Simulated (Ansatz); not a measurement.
C$_{2}$H$_{8}$OSi$_{2}$ (`C1C[SiH2][SiH2]O1`), 13 atoms. The species carries charge 0 and has multiplicity 1. All runs use 4 threads of a server CPU on a shared host. Correlated methods freeze the cores.

**Question.** How many basis functions does each run have, and how long does it take in Ansatz? RKS HSE06 (plane-wave form)-D4/def2-TZVPP energy; RKS ωB97M-V/def2-SVP energy; RKS PBE0-D4/def2-QZVPP energy; RKS ωB97M-V/def2-QZVPP energy; RKS revPBE-D4/def2-TZVPP energy; RKS SPW92 (LDA)/def2-TZVPP energy; direct RPA on PBE orbitals/def2-TZVPP energy; RKS PBE0-D4/def2-TZVP frequencies; RHF-CCSD(T)/def2-SVP energy; RKS PBE0-D4/def2-TZVP relaxation (6 steps); RHF-MP2/def2-QZVPP energy; RKS r2SCAN-D4/def2-TZVPP energy and forces. (Best estimate.)

**Answer.** The calculation gave: Other jobs shared the machine, so times are rough.

```
                                    level                   job  functions  wall time  peak host memory (GiB)
               RKS SPW92 (LDA)/def2-TZVPP                energy        289      1.8 s                    0.43
                 RKS revPBE-D4/def2-TZVPP                energy        289      2.6 s                    0.43
RKS HSE06 (plane-wave form)-D4/def2-TZVPP                energy        289      4.5 s                    0.88
                     RKS ωB97M-V/def2-SVP                energy        118        6 s                    0.39
                     RHF-CCSD(T)/def2-SVP                energy        118      6.5 s                    0.61
                 RKS r2SCAN-D4/def2-TZVPP     energy and forces        289      6.5 s                    0.47
    direct RPA on PBE orbitals/def2-TZVPP                energy        289      7.5 s                    0.82
                   RKS PBE0-D4/def2-QZVPP                energy        551       13 s                     2.4
                    RKS PBE0-D4/def2-TZVP  relaxation (6 steps)        215       28 s                    0.62
                   RKS ωB97M-V/def2-QZVPP                energy        551       31 s                     2.7
                       RHF-MP2/def2-QZVPP                energy        551       35 s                     4.4
                    RKS PBE0-D4/def2-TZVP           frequencies        215      4 min                    0.63
```
